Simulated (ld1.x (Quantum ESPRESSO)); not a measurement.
# Configuration tests for lead (Pb) (TM)

| Property | Result |
| --- | --- |
| Element | lead (Pb) |
| Generator | ld1.x (Quantum ESPRESSO) 7.5 |
| Type | norm-conserving Troullier–Martins (Kleinman–Bylander form) |
| Functional | LDA (PZ) |
| Relativity | scalar-relativistic |
| Frozen core | [Xe] 4f14 5d10 |
| Valence charge | 4 |
| Reference configuration | 6s2 6p2 |
| Partial waves | 6p (bound): rc 2.05 bohr; 6d channel at 0.1 Ry: rc 2.15 bohr; 6s (bound): rc 2.00 bohr |
| Local potential | the s channel |
| Core correction | a·sin(br)/r model core inside 1.65 bohr |

Energies are relative to the spin-unpolarised reference configuration 6s2 6p2; without spin polarisation the order of configurations can differ from experiment. Spin-polarised rows fill each open shell by Hund’s rule, majority spin first. The frozen-core shift is the all-electron ΔE with the core orbitals held at their reference shape minus the fully relaxed ΔE.

```csv
valence configuration,charge,ΔE all-electron (eV),error AE − PS (meV),frozen-core shift (meV)
6s2 6p1,+1,6.833,-17,+19
6s2 6p0,+2,20.595,-119,+132
6s1 6p0,+3,53.472,-603,+690
6s0 6p4,0,18.035,-117,+131
6s2 6p1.5,+0.5,2.610,-3.3,+3.7
6s2 6p2 (spin-polarised),0,-0.452,-4.4,+6.1
6s2 6p1 (spin-polarised),+1,6.687,-20,+22
```

(1) What are ΔE and the potential's error for 6s1 6p2?

(2) What are ΔE and the potential's error for 6s1 6p3?

Levels in the configuration 6s2 6p1 (spin-polarised):

```json
{"level": "6s up", "all-electron (eV)": "-19.805", "pseudo (eV)": "-19.878"}
{"level": "6p up", "all-electron (eV)": "-10.407", "pseudo (eV)": "-10.443"}
{"level": "6s down", "all-electron (eV)": "-19.316", "pseudo (eV)": "-19.393"}
```

Note: ghost state, extra bound levels that the all-electron valence spectrum of the same l lacks: d at -28.5 eV. A true bound ghost makes a file unfit for plane-wave use.

Answers

(1) ΔE = 16.431 eV all-electron; the error (AE − PS) is -80 meV.

(2) ΔE = 8.821 eV all-electron; the error (AE − PS) is -31 meV.
